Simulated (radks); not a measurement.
Results of a calculation; reference values are marked as such.
Valence configurations of Ce+ (all share [Xe]). Code: a radial shooting solver on a logarithmic mesh with Libxc functionals. Model: scalar-relativistic Kohn-Sham, r2SCAN, spin-unpolarised, spherical densities, finite nucleus; meta-GGA in the generalised Kohn-Sham scheme; Fermi nuclear charge, rms radius 4.8771 fm. Energies are relative to 4f1 5d2; eigenvalues in eV.

valence          E (eV)    e(4f)    e(5d)   e(6p)   e(6s)
4f1 5d1.5 6s0.5  -0.059   -9.747   -7.684       -  -7.720
4f1 5d1 6s1      -0.052  -10.860   -8.396       -  -8.354
4f1 5d2           0.000   -8.661   -6.958       -       -
4f2 5d1           0.153   -4.050   -5.873       -       -
4f1 6s2           0.160  -13.188        -       -  -9.417
4f0.5 5d2.5       1.427  -11.500   -7.542       -       -
4f0.5 5d2 6s0.5   1.556  -12.654   -8.308       -  -7.954
5d2 6s1           4.803        -   -9.731       -  -8.798
5d2 6s0.5 6p0.5   6.427        -  -10.156  -5.794  -8.985
5d2 6p1           8.010        -  -10.564  -6.060       -

NIST lists [Xe] 4f1 5d2 as the ground configuration; this level of theory puts 4f1 5d1.5 6s0.5 lower, by 0.059 eV. The energies are those of spherical spin-averaged densities, not of single terms.
